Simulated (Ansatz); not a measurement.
Relaxation of C3H9NSi (14 atoms, charge 0, multiplicity 1), to a largest force component of 0.015 eV/Å in at most 40 steps.

Theory: RKS r2SCAN-D4/def2-SVP (Ansatz 0.2.0).

```xyz
14
Properties=species:S:1:pos:R:3
C -1.927 0.714 -0.458
C -0.895 0.081 0.309
C 0.344 -0.141 -0.103
N 0.972 0.264 -1.316
Si 1.573 -1.088 1.073
H -2.280 1.694 0.038
H -1.657 1.017 -1.487
H -2.809 0.117 -0.537
H -1.210 -0.242 1.335
H 1.906 0.419 -1.283
H 0.384 1.020 -1.728
H 1.355 -0.623 2.504
H 2.918 -0.727 0.677
H 1.315 -2.533 1.004
```

Question: Where does it end, and by what steps?

Answer: The forces met the threshold. After 18 steps the energy has fallen by 0.573 eV; H7 moved furthest, 0.72 Å.

| step | energy less start (eV) | largest force component (eV/Å) | accepted |
| --- | --- | --- | --- |
| 0 | 0.0000 | 6.189 | yes |
| 1 | -0.4500 | 1.544 | yes |
| 2 | -0.5136 | 0.364 | yes |
| 3 | -0.5295 | 0.206 | yes |
| 4 | -0.5464 | 0.088 | yes |
| 5 | -0.5490 | 0.123 | yes |
| 6 | -0.5506 | 0.289 | yes |
| 7 | -0.5602 | 0.200 | yes |
| 8 | -0.5688 | 0.086 | yes |
| 9 | -0.5690 | 0.168 | yes |
| 10 | -0.5707 | 0.046 | yes |
| 11 | -0.5708 | 0.072 | yes |
| 12 | -0.5719 | 0.059 | yes |
| 13 | -0.5723 | 0.036 | yes |
| 14 | -0.5725 | 0.026 | yes |
| 15 | -0.5728 | 0.019 | yes |
| 16 | -0.5728 | 0.029 | yes |
| 17 | -0.5729 | 0.018 | yes |
| 18 | -0.5730 | 0.010 | yes |

```xyz
14
Properties=species:S:1:pos:R:3
C -1.897 0.885 -0.417
C -0.847 0.226 0.426
C 0.373 -0.157 -0.035
N 0.761 -0.041 -1.369
Si 1.571 -1.035 1.115
H -2.621 1.438 0.200
H -1.461 1.610 -1.130
H -2.474 0.158 -1.019
H -1.091 0.013 1.471
H 1.750 0.121 -1.534
H 0.180 0.558 -1.951
H 1.078 -0.932 2.518
H 2.925 -0.399 1.009
H 1.740 -2.475 0.744
```

Whether the end is a true minimum wasn't checked by a vibrational analysis.

Run time: 38 s on 2 threads of Intel(R) Xeon(R) 6975P-C (Granite Rapids) (shared host), peak memory 0.2 GiB.
